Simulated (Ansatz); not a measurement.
Task: Name a neutral molecule of C, Ge, N, S and H with size of the dipole moment (ωB97M-V/def2-TZVPP) between 3.20 and 3.50 D and HOMO–LUMO gap (PBE/def2-TZVPP) between 4.55 and 4.85 eV (Ansatz, PBE0-D4/def2-TZVP geometry).

Result: `S=C=[N][GeH3]` (3.43 D, 4.75 eV). Other molecules can fit too; these were computed, each in one conformer that needn't be the lowest.
